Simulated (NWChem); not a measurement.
Species: CH₃Mg, doublet; SMILES [CH3][Mg]

Results from NWChem. Spin-unrestricted. In the optimisation the excess spin sits in a1 (C3v, its own frame). Coordinates come from a PBE0/def2-SVP, spin-unrestricted optimisation. This spin state was assumed; another may lie lower. No stability test was run on the SCF state. Principal shifts from the free-electron g value, in parts per thousand; spin-orbit coupling by linear response on scalar ZORA.

**Question.** Estimate the computed values for PBE0/x2c-SVPall, ZORA. Quantities: Δg1 (ppt); Δg2 (ppt); Δg3 (ppt); isotropic Δg (ppt).

**Answer.** 
```yaml
"Δg1 (ppt)": -2.22
"Δg2 (ppt)": -2.22
"Δg3 (ppt)": -0.02
isotropic Δg (ppt): -1.49
```
